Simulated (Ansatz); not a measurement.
Program: Ansatz. Geometries: PBE0-D4/def2-TZVP. ΔE: electronic, gas phase. CCSD(T)/CBS is the MP2 limit (def2-TZVPP, def2-QZVPP) plus CCSD(T) − MP2 in def2-TZVPP, frozen cores. This one scheme is used for every species. DFT in def2-TZVPP. B3LYP here is the variant with VWN-RPA as its local correlation; programs differ in this. HSE06 is defined as in plane-wave codes. For Se outer-core shells are correlated without core-valence functions, which leaves a few kJ/mol of doubt a bond. Scalar relativity is left out up to krypton. One conformer a species, not always the lowest.

Reaction (silylene formation by 1,1-elimination): `F[SiH2]OC[SeH]` → `OC[SeH]` + `F[SiH]`

```json
{"level": "LDA (SPW92)", "ΔE (kJ/mol)": "325.8", "difference from CCSD(T)/CBS": "10.8"}
{"level": "PBE-D4", "ΔE (kJ/mol)": "297.3", "difference from CCSD(T)/CBS": "-17.7"}
{"level": "revPBE-D4", "ΔE (kJ/mol)": "293.8", "difference from CCSD(T)/CBS": "-21.2"}
{"level": "r2SCAN-D4", "ΔE (kJ/mol)": "329.7", "difference from CCSD(T)/CBS": "14.7"}
{"level": "B97M-V", "ΔE (kJ/mol)": "310.1", "difference from CCSD(T)/CBS": "-4.9"}
{"level": "PBE0-D4", "ΔE (kJ/mol)": "314.5", "difference from CCSD(T)/CBS": "-0.5"}
{"level": "B3LYP-D4", "ΔE (kJ/mol)": "307.5", "difference from CCSD(T)/CBS": "-7.5"}
{"level": "r2SCANh-D4", "ΔE (kJ/mol)": "332.1", "difference from CCSD(T)/CBS": "17.1"}
{"level": "r2SCAN0-D4", "ΔE (kJ/mol)": "335.5", "difference from CCSD(T)/CBS": "20.5"}
{"level": "BHLYP-D4", "ΔE (kJ/mol)": "328.2", "difference from CCSD(T)/CBS": "13.2"}
{"level": "ωB97X-V", "ΔE (kJ/mol)": "320.5", "difference from CCSD(T)/CBS": "5.5"}
{"level": "ωB97M-V", "ΔE (kJ/mol)": "305.1", "difference from CCSD(T)/CBS": "-9.9"}
{"level": "B2PLYP", "ΔE (kJ/mol)": "307.4", "difference from CCSD(T)/CBS": "-7.6"}
{"level": "PBE-QIDH", "ΔE (kJ/mol)": "328.0", "difference from CCSD(T)/CBS": "13.0"}
{"level": "PBE", "ΔE (kJ/mol)": "286.9", "difference from CCSD(T)/CBS": "-28.1"}
{"level": "revPBE", "ΔE (kJ/mol)": "269.0", "difference from CCSD(T)/CBS": "-46.0"}
{"level": "BLYP", "ΔE (kJ/mol)": "269.6", "difference from CCSD(T)/CBS": "-45.4"}
{"level": "r2SCAN", "ΔE (kJ/mol)": "327.0", "difference from CCSD(T)/CBS": "12.0"}
{"level": "PBE0", "ΔE (kJ/mol)": "305.4", "difference from CCSD(T)/CBS": "-9.6"}
{"level": "B3LYP", "ΔE (kJ/mol)": "290.8", "difference from CCSD(T)/CBS": "-24.2"}
{"level": "r2SCANh", "ΔE (kJ/mol)": "329.1", "difference from CCSD(T)/CBS": "14.1"}
{"level": "r2SCAN0", "ΔE (kJ/mol)": "332.3", "difference from CCSD(T)/CBS": "17.3"}
{"level": "HSE06", "ΔE (kJ/mol)": "305.3", "difference from CCSD(T)/CBS": "-9.7"}
{"level": "BHLYP", "ΔE (kJ/mol)": "313.9", "difference from CCSD(T)/CBS": "-1.1"}
{"level": "LC-ωPBE", "ΔE (kJ/mol)": "321.5", "difference from CCSD(T)/CBS": "6.5"}
{"level": "RPA@PBE/def2-TZVPP", "ΔE (kJ/mol)": "291.1", "difference from CCSD(T)/CBS": "-23.9"}
{"level": "HF/def2-SVP", "ΔE (kJ/mol)": "302.9", "difference from CCSD(T)/CBS": "-12.1"}
{"level": "MP2/def2-SVP", "ΔE (kJ/mol)": "317.0", "difference from CCSD(T)/CBS": "2.0"}
{"level": "CCSD/def2-SVP", "ΔE (kJ/mol)": "293.7", "difference from CCSD(T)/CBS": "-21.3"}
{"level": "CCSD(T)/def2-SVP", "ΔE (kJ/mol)": "294.7", "difference from CCSD(T)/CBS": "-20.3"}
{"level": "HF/def2-TZVPP", "ΔE (kJ/mol)": "313.2", "difference from CCSD(T)/CBS": "-1.8"}
{"level": "MP2/def2-TZVPP", "ΔE (kJ/mol)": "329.8", "difference from CCSD(T)/CBS": "14.8"}
{"level": "SCS-MP2/def2-TZVPP", "ΔE (kJ/mol)": "320.3", "difference from CCSD(T)/CBS": "5.3"}
{"level": "CCSD/def2-TZVPP", "ΔE (kJ/mol)": "308.3", "difference from CCSD(T)/CBS": "-6.7"}
{"level": "CCSD(T)/def2-TZVPP", "ΔE (kJ/mol)": "309.5", "difference from CCSD(T)/CBS": "-5.5"}
{"level": "MP2/def2-QZVPP", "ΔE (kJ/mol)": "333.2", "difference from CCSD(T)/CBS": "18.2"}
{"level": "SCS-MP2/def2-QZVPP", "ΔE (kJ/mol)": "323.9", "difference from CCSD(T)/CBS": "8.9"}
{"level": "HF/CBS(def2)", "ΔE (kJ/mol)": "314.1", "difference from CCSD(T)/CBS": "-0.9"}
{"level": "MP2/CBS(def2)", "ΔE (kJ/mol)": "335.3", "difference from CCSD(T)/CBS": "20.3"}
{"level": "CCSD/CBS(def2)", "ΔE (kJ/mol)": "313.8", "difference from CCSD(T)/CBS": "-1.2"}
{"level": "CCSD(T)/CBS", "ΔE (kJ/mol)": "315.0", "difference from CCSD(T)/CBS": "0"}
```

Largest T1 diagnostic among the species: 0.015.

At CCSD(T), def2-SVP lies −20.3 kJ/mol from the extrapolated value and def2-TZVPP −5.5 kJ/mol. Leaving LDA and LC-ωPBE aside and taking each functional with its dispersion term where it has one, the values, not all of them listed here, spread over 44.3 kJ/mol, from BLYP-D4 to r2SCAN0-D4. LDA lies +39.0 kJ/mol from PBE without D4.
